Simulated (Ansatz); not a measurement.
Stepwise reaction of `[Br][Ge][Br]` with hydrogen fluoride, as a gas-phase model of exchange steps in deposition or etching. ΔE in kJ/mol; ΔG adds harmonic PBE0-D4 terms to CCSD(T)/CBS, at 1 bar.

Calculated with Ansatz (gas phase, PBE0-D4/def2-TZVP geometries, no zero-point term in ΔE). CCSD(T)/CBS is the MP2 limit (def2-TZVPP, def2-QZVPP) plus CCSD(T) − MP2 in def2-TZVPP, frozen cores. This one scheme is used for every species. Functionals use def2-TZVPP. B3LYP here is the variant with VWN-RPA as its local correlation; programs differ in this. For Br, Ge outer-core shells are correlated without core-valence functions, which leaves a few kJ/mol of doubt a bond. Scalar relativity is left out up to krypton.

```csv
step,reaction,PBE-D4,B3LYP-D4,ωB97M-V,CCSD(T)/CBS,ΔG(500 K)
1,`[Br][Ge][Br]` + H–F → `[F][Ge][Br]` + HBr,19.6,16.2,9.9,20.6,9.9
2,`[F][Ge][Br]` + H–F → `[F][Ge][F]` + HBr,12.2,8.1,2.3,10.4,5.9
```

Q: By hand: ΔE of the 2 steps together at CCSD(T)/CBS.

A: (20.6) + (10.4) = 31.0 kJ/mol, or 15.5 kJ/mol a step.

In ΔE each step is lower than the one before. All are uphill at CCSD(T)/CBS. ΔG lies between 5.9 and 9.9 kJ/mol a step. PBE-D4 differs from CCSD(T)/CBS by -1.0 to 1.8 kJ/mol a step. Isolated molecules leave out the surface, adducts and barriers. Largest T1 diagnostic: 0.015.
